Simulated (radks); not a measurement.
Valence configurations of Hf III (all share [Xe]). Calculated with a radial shooting solver on a logarithmic mesh with Libxc functionals: Dirac Kohn-Sham, LDA (Slater exchange, Perdew-Wang correlation), spin-unpolarised, spherical densities, finite nucleus; open shells fill j = l - 1/2 first; Fermi nuclear charge, rms radius 5.347 fm. Energies are relative to 4f14 5d2; eigenvalues in eV.

valence               E (eV)  e(4f5/2)  e(4f7/2)  e(5d3/2)  e(6p1/2)  e(6s1/2)
4f14 5d1.5 6s0.5      -0.159   -34.338   -32.589   -18.178         -   -18.328
4f14 5d1 6s1          -0.142   -35.813   -34.063   -19.166         -   -18.940
4f14 5d2               0.000   -32.917   -31.168   -17.213         -         -
4f14 5d1.5 6p0.5       2.372   -34.920   -33.171   -18.643   -13.611         -
4f14 5d1 6p1           5.053   -36.966   -35.215   -20.078   -14.373         -
4f14 6p2              11.507   -41.197   -39.443         -   -15.763         -
4f13 5d2.5 6p0.5      20.028   -43.039   -41.208   -20.313   -14.077         -
4f13 5d1.5 6s1 6p0.5  21.422   -46.214   -44.381   -22.422   -15.004   -20.559
4f13 5d2 6p1          23.327   -45.160   -43.328   -21.808   -14.835         -
4f13 5d1.5 6s0.5 6p1  24.208   -46.773   -44.939   -22.873   -15.280   -20.869

NIST lists [Xe] 4f14 5d2 as the ground configuration; this level of theory puts 4f14 5d1.5 6s0.5 lower, by 0.159 eV. The energies are those of spherical spin-averaged densities, not of single terms.
